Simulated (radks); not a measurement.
Results of a calculation; reference values are marked as such.
Problem. Species: Ar VI. Configuration: [Ne] 3s2 3p1 (the NIST ground configuration). Code: a radial shooting solver on a logarithmic mesh with Libxc functionals. Model: scalar-relativistic Kohn-Sham, PBE, spin-polarised, spherical densities, finite nucleus; open shells are filled with parallel spins first; Fermi nuclear charge, rms radius 3.4274 fm. Some entries of the table are withheld. Estimate them.

orbital,occ.,eigenvalue (eV),<r> (bohr),<1/r> (bohr^-1)
1s up,1,-3214.528,0.08572,17.70
1s down,1,-3214.223,0.08571,17.70
2s up,1,-386.7100,0.4121,(1)
2s down,1,-386.4062,0.4120,(2)
2p up,3,-320.1697,(3),3.472
2p down,3,-319.7537,(4),3.472
3s up,1,-99.4899,1.218,1.148
3s down,1,-97.2840,1.220,1.149
3p up,1,-82.9186,1.280,1.064
3p down,0,-80.7767,1.285,1.062

Solution. 
(1) 2s up <1/r> (bohr^-1): 3.569
(2) 2s down <1/r> (bohr^-1): 3.569
(3) 2p up <r> (bohr): 0.3739
(4) 2p down <r> (bohr): 0.3738
